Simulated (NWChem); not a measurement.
Species: C3H2BFO; SMILES C#CB(F)C=O

```xyz
8

C      0.9961    -2.3273     0.2169
C      0.3222    -1.3389     0.0081
B     -0.4782    -0.0813    -0.2522
F     -1.8028    -0.1283    -0.3710
C      0.2096     1.3641    -0.3988
O      1.4130     1.5363    -0.3087
H      1.5882    -3.1970     0.4005
H     -0.4629     2.2359    -0.5914
```
Atoms are numbered in this order, from 1.

Level: B3LYP/6-31G* (spherical d) (NWChem), optimised geometry, unscaled harmonic frequencies. 

Question: List the harmonic frequencies with IR intensities, and the thermochemistry.

Answer: 
```csv
frequency (cm⁻¹),IR intensity (km/mol)
63,11.9
118,3.9
210,1.1
245,12.1
418,1.8
504,20.6
578,21.9
662,57.2
667,22.6
748,32.2
943,11.3
1165,122.9
1331,205.8
1431,93.2
1782,37.8
2192,153.9
2858,173.0
3483,30.2
```

```json
{
  "zero_point_energy": "27.7 kcal/mol",
  "thermal correction to the enthalpy at 298.15 K (with zero-point energy)": "32.4 kcal/mol",
  "heat capacity Cv": "20.7 cal/(mol K)",
  "entropy at 298.15 K and 1 atm (symmetry number 1)": "80.6 cal/(mol K)",
  "dipole_moment": "1.66 D"
}
```

Rigid rotor and harmonic oscillator; modes under 100 cm⁻¹ make the entropy uncertain.
